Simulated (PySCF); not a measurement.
**Level sweep**

BH6OPSi.
SMILES: `BP[SiH2]O`

PySCF, dipoles from the SCF density, polarisabilities from static response with core orbitals frozen. Isolated species at its PBE0-D3(BJ)/def2-SVP geometry (one conformer only).

Problem. Compare the levels for these properties.

Solution. 

```tsv
level	μ (D)	α (au)	anisotropy (au)
LDA/def2-SVPD	0.814	81.40	33.67
PBE/def2-SVPD	0.805	79.91	33.08
B3LYP/def2-SVPD	0.673	77.27	29.77
PBE0/def2-SVPD	0.644	76.64	29.48
BHandHLYP/def2-SVPD	0.556	74.05	26.29
CAM-B3LYP/def2-SVPD	0.595	75.89	27.93
wB97X-D/def2-SVPD	0.538	75.79	27.90
LC-wPBE/def2-SVPD	0.521	74.04	26.50
HF/def2-SVPD	0.501	70.55	21.75
PBE0/6-31G*	0.636	62.84	29.76
PBE0/6-31+G*	0.576	70.81	28.70
PBE0/def2-SVP	0.745	65.19	29.87
PBE0/aug-cc-pVDZ	0.595	78.12	29.25
PBE0/def2-TZVP	0.752	73.10	29.72
PBE0/def2-TZVPD	0.659	77.82	29.29
```

The anisotropy is √(½[(α1 − α2)² + (α2 − α3)² + (α3 − α1)²]). The dipole runs from 0.50 D (HF/def2-SVPD) to 0.81 D (LDA/def2-SVPD). No reference polarisability is at hand; against PBE0 in the largest diffuse basis at hand (def2-TZVPD) the other PBE0 rows deviate by 6-31G* -19%, 6-31+G* -9%, def2-SVP -16%, def2-SVPD -2%, aug-cc-pVDZ 0%, def2-TZVP -6%. In one basis (def2-SVPD) the functionals order the polarisability from HF (lowest) to LDA (highest), a spread of 15%. With PBE0 the polarisability is 67.04 au without diffuse functions (mean of 6-31G*, def2-SVP and def2-TZVP) and 75.85 au with them (mean of 6-31+G*, def2-SVPD, aug-cc-pVDZ and def2-TZVPD).
